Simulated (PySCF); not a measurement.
Sn(F)2(Br)(OH) (BrF2HOSn), SMILES [OH][Sn]([F])([F])[Br]. The structure is a stationary point at B3LYP-D3(BJ)/def2-SVP. The def2 effective core potentials stand for the cores of Sn; spin–orbit coupling is left out. Other conformers were not sampled.

Computed equilibrium geometry at B3LYP-D3(BJ)/def2-SVP (PySCF confirms it by a frequency run) as bond lengths and angles, and its point group (one conformer of several):
point group Cs.
Atoms: O1 Sn2 F3 F4 Br5 H6. Bonded distances (Å): O1–Sn2 1.964, O1–H6 0.971, Sn2–F3 1.929, Sn2–F4 1.929, Sn2–Br5 2.454. Bond angles (°): Sn2–O1–H6 111.1, O1–Sn2–F3 109.7, O1–Sn2–F4 109.7, O1–Sn2–Br5 111.1, F3–Sn2–F4 103.5, F3–Sn2–Br5 111.3, F4–Sn2–Br5 111.3.
Charge 0, spin multiplicity 1.
